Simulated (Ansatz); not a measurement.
[In(OH)4]- (InO₄H₄⁻), relaxed as a singlet with RKS PBE0-D4/def2-SVPD in Ansatz, starting from the GFN2-xTB geometry. Force threshold 0.02 eV/Å.

In the def2 sets In takes a core potential; there is no spin–orbit coupling.

Start:

Cartesian coordinates in Å:
```
In -0.005 -0.005 -0.006
O -0.211 -0.099 1.991
H 0.389 -0.806 2.220
O -1.768 0.644 -0.716
H -2.369 0.379 -0.024
O 0.579 -1.831 -0.604
H 1.119 -1.626 -1.364
O 1.388 1.274 -0.683
H 0.879 2.071 -0.814
```

```csv
step,energy (eV),largest force component (eV/Å),SCF passes
1,-13416.4546,0.924,13
2,-13416.6974,0.271,20
3,-13416.7038,0.161,19
4,-13416.7065,0.018,19
5,-13416.7068,0.006,20
```

Force components are those of the run's own axes.

End:

```tsv
atom	x (Å)	y (Å)	z (Å)
In1	-0.0006	-0.0006	-0.0007
O2	-0.1751	-0.1760	2.0559
H3	0.2292	-1.0086	2.3153
O4	-1.8511	0.6537	-0.6626
H5	-2.4639	0.5944	0.0755
O6	0.6532	-1.8499	-0.6665
H7	1.3568	-1.6997	-1.3039
O8	1.3711	1.3702	-0.7289
H9	0.8805	2.1165	-1.0841
```

By distances, no bond broke or formed. The bond that changes most is In1–O4, from 2.01 to 2.07 Å (atoms count from 1).

The force fell under the threshold at step 4, but the optimiser went on. No frequencies were taken in this run, so the end may be a saddle point.

Hardware: 4 threads of Arm Neoverse V1 on a shared host. Wall time 16 s.
